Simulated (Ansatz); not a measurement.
GeICl₃⁺: single points at one geometry.

```yaml
crystal:
  periodic: [false, false, false]
  atoms:
    - {symbol: Ge, position_ang: [-0.000291, 0.000359, -0.047779]}
    - {symbol: I, position_ang: [0.012420, -0.018941, 2.433998]}
    - {symbol: Cl, position_ang: [1.994718, 0.010824, -0.805447]}
    - {symbol: Cl, position_ang: [-1.007352, 1.734841, -0.776873]}
    - {symbol: Cl, position_ang: [-0.999495, -1.727084, -0.803888]}
basis:
  gaussian: {orbitals: def2-TZVP}
total_charge: 1
magnetization: {spin_polarized: true, initial_magnetization: 1}
hamiltonian: {xc: pbe0, dispersion: d4}
scf: {omitted_lower_state_checks: [starts]}
output: {orbitals: {seedname: orbitals}}
```

The file start.molden holds the orbitals of an earlier run on this structure, at another level or in another basis.

```sh
$ ansatz run in.yaml --threads 2 --pin off --events-out ev --progress --plain --max-ram 32768MiB --backend cpu
```

Output, abridged:

```
Functional definition: PBE0
1450 factors; integrals over basis functions are off by at most 9.1e-4 eV
mean field evaluation 1: about -102159.6813 eV, gradient 2.7e1 eV
mean field evaluation 2: about -102149.1828 eV, gradient 4.9e1 eV
mean field evaluation 4: about -102163.5832 eV, gradient 2.1e0 eV
mean field evaluation 8: about -102163.7424 eV, gradient 4.0e-1 eV
mean field evaluation 16: about -102163.7434 eV, gradient 2.3e-3 eV
mean field evaluation 32: about -102163.7434 eV, gradient 6.5e-6 eV
mean field -102163.74341007 eV, -3754.4483212474 hartree, gradient 6.5e-6 eV, S^2 0.754158; 0 other end points of the search recorded, 0 dependent functions left out
reference -102163.74343999 eV, -3754.4483223471 hartree; 54, 53 occupied and 155, 156 virtual orbitals, 1450 factors
Total energy: -102163.98182909 eV, -3754.4570829850 hartree
Checks for a lower state left out: starts
```

It took 30 s on 2 threads of AMD EPYC 7R13 on a shared host, peak host memory 1.2 GiB.

First input, but with `gaussian: {orbitals: def2-SVP, initial_orbitals: start.molden}`, `correlation: {method: ccsd_t}`, `scf: {omitted_lower_state_checks: [starts, cluster_reference]}` and without the key `hamiltonian` (abridged; 16 s, on the card):

```
Functional definition: HF
mean field evaluation 16: about -102032.6592 eV, gradient 5.2e-4 eV
mean field -102032.65924584 eV, -3749.6310670642 hartree, gradient 6.5e-10 eV, S^2 0.757698
28 core orbitals not correlated: weight in the atoms' cores, before any rotation towards them, 1.000 or more for the frozen orbitals, at most 0.000 for the correlated occupied ones
second order -19.37986560 eV of doubles, -0.00000000 eV of singles
cycle   1  -19.79486163 eV  change   -4.1e-1 eV  update   1.0e-1
cycle   2  -20.25968612 eV  change   -4.6e-1 eV  update   3.0e-2
cycle   3  -20.34343151 eV  change   -8.4e-2 eV  update   1.9e-2
cycle   4  -20.33687279 eV  change    6.6e-3 eV  update   8.4e-3
cycle   5  -20.33738422 eV  change   -5.1e-4 eV  update   7.0e-3
cycle   6  -20.33960038 eV  change   -2.2e-3 eV  update   4.1e-3
cycle   7  -20.34013155 eV  change   -5.3e-4 eV  update   2.0e-3
cycle   8  -20.34152648 eV  change   -1.4e-3 eV  update   9.0e-4
cycle   9  -20.34145320 eV  change    7.3e-5 eV  update   4.8e-4
cycle  10  -20.34118688 eV  change    2.7e-4 eV  update   1.8e-4
cycle  11  -20.34128855 eV  change   -1.0e-4 eV  update   1.1e-4
cycle  12  -20.34128306 eV  change    5.5e-6 eV  update   5.0e-5
perturbative correction -0.56762528 eV, -0.0208598443 hartree
Total energy: -102053.56815418 eV, -3750.3994552733 hartree
Checks for a lower state left out: starts, cluster_reference
```

The first input with `gaussian: {orbitals: def2-TZVP, initial_orbitals: start.molden}`, `hamiltonian: {xc: hf}` (abridged; 54 s):

```
Functional definition: HF
mean field evaluation 16: about -102053.2972 eV, gradient 2.1e-4 eV
mean field -102053.29724830 eV, -3750.3894996656 hartree, gradient 7.4e-7 eV, S^2 0.760853
Total energy: -102053.29724830 eV, -3750.3894996656 hartree
Checks for a lower state left out: starts
```

First input, but with `gaussian: {orbitals: def2-TZVP, initial_orbitals: start.molden}`, `hamiltonian: {xc: pbe, dispersion: d4}` (abridged; 31 s):

```
Functional definition: PBE
mean field evaluation 16: about -102158.9973 eV, gradient 1.3e-4 eV
mean field -102158.99730381 eV, -3754.2739050596 hartree, gradient 1.5e-6 eV, S^2 0.751777
Total energy: -102159.27009222 eV, -3754.2839298486 hartree
Checks for a lower state left out: starts
```

Geometry: PBE0-D4/def2-SVP, that of the neutral singlet.

In the def2 sets I takes a core potential; there is no spin–orbit coupling. Correlated methods freeze 28 core orbitals; core or outer-core shells of Ge, I are correlated, in sets that lack core-valence functions. At PBE-D4/def2-TZVP the gap within one spin of the charge 1 doublet nearly closes, so an electron or hole may be smeared out by delocalisation error.
